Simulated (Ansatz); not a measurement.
Consider the ligand exchange at the Si–C bond: `O[CH]([SiH3])[SnH3]` + `CO[SiH](O)O` → `CO[SiH](O)O[SiH3]` + `O[CH2][SnH3]`.

Isolated molecules relaxed with PBE0-D4/def2-TZVP in Ansatz; ΔE leaves out vibrations. CCSD(T)/CBS is the MP2 limit (def2-TZVPP, def2-QZVPP) plus CCSD(T) − MP2 in def2-TZVPP, frozen cores. Functionals use def2-TZVPP. B3LYP here is the variant with VWN-RPA as its local correlation; programs differ in this. Elements past krypton have def2 core potentials. For Sn outer-core shells are correlated without core-valence functions, which leaves a few kJ/mol of doubt a bond. One conformer a species, not always the lowest.

```json
{"level": "PBE-D4", "ΔE (kcal/mol)": "-22.8", "difference from CCSD(T)/CBS": "3.1"}
{"level": "r2SCAN-D4", "ΔE (kcal/mol)": "-26.0", "difference from CCSD(T)/CBS": "-0.1"}
{"level": "PBE0-D4", "ΔE (kcal/mol)": "-24.5", "difference from CCSD(T)/CBS": "1.4"}
{"level": "B3LYP-D4", "ΔE (kcal/mol)": "-27.2", "difference from CCSD(T)/CBS": "-1.3"}
{"level": "ωB97X-V", "ΔE (kcal/mol)": "-26.4", "difference from CCSD(T)/CBS": "-0.5"}
{"level": "ωB97M-V", "ΔE (kcal/mol)": "-25.9", "difference from CCSD(T)/CBS": "0.0"}
{"level": "B2PLYP", "ΔE (kcal/mol)": "-27.6", "difference from CCSD(T)/CBS": "-1.7"}
{"level": "PBE", "ΔE (kcal/mol)": "-23.2", "difference from CCSD(T)/CBS": "2.7"}
{"level": "r2SCAN", "ΔE (kcal/mol)": "-26.1", "difference from CCSD(T)/CBS": "-0.2"}
{"level": "PBE0", "ΔE (kcal/mol)": "-24.8", "difference from CCSD(T)/CBS": "1.1"}
{"level": "B3LYP", "ΔE (kcal/mol)": "-27.9", "difference from CCSD(T)/CBS": "-2.0"}
{"level": "HF/def2-TZVPP", "ΔE (kcal/mol)": "-33.2", "difference from CCSD(T)/CBS": "-7.3"}
{"level": "MP2/def2-TZVPP", "ΔE (kcal/mol)": "-26.3", "difference from CCSD(T)/CBS": "-0.4"}
{"level": "SCS-MP2/def2-TZVPP", "ΔE (kcal/mol)": "-27.7", "difference from CCSD(T)/CBS": "-1.8"}
{"level": "CCSD/def2-TZVPP", "ΔE (kcal/mol)": "-27.4", "difference from CCSD(T)/CBS": "-1.5"}
{"level": "CCSD(T)/def2-TZVPP", "ΔE (kcal/mol)": "-26.3", "difference from CCSD(T)/CBS": "-0.4"}
{"level": "HF/def2-QZVPP", "ΔE (kcal/mol)": "-33.8", "difference from CCSD(T)/CBS": "-7.9"}
{"level": "MP2/def2-QZVPP", "ΔE (kcal/mol)": "-26.2", "difference from CCSD(T)/CBS": "-0.3"}
{"level": "SCS-MP2/def2-QZVPP", "ΔE (kcal/mol)": "-27.7", "difference from CCSD(T)/CBS": "-1.8"}
{"level": "HF/CBS(def2)", "ΔE (kcal/mol)": "-33.8", "difference from CCSD(T)/CBS": "-7.9"}
{"level": "MP2/CBS(def2)", "ΔE (kcal/mol)": "-25.9", "difference from CCSD(T)/CBS": "0.0"}
{"level": "CCSD/CBS(def2)", "ΔE (kcal/mol)": "-27.0", "difference from CCSD(T)/CBS": "-1.1"}
{"level": "CCSD(T)/CBS", "ΔE (kcal/mol)": "-25.9", "difference from CCSD(T)/CBS": "0"}
```

Largest T1 diagnostic among the species: 0.013.

In def2-TZVPP, CCSD(T) changes the Hartree–Fock value by +6.9 kcal/mol (the triples alone add +1.1 kcal/mol) and MP2 by +7.0 kcal/mol. From PBE to PBE0 (25 % exact exchange), in def2-TZVPP and without D4, ΔE moves by −1.6 kcal/mol.
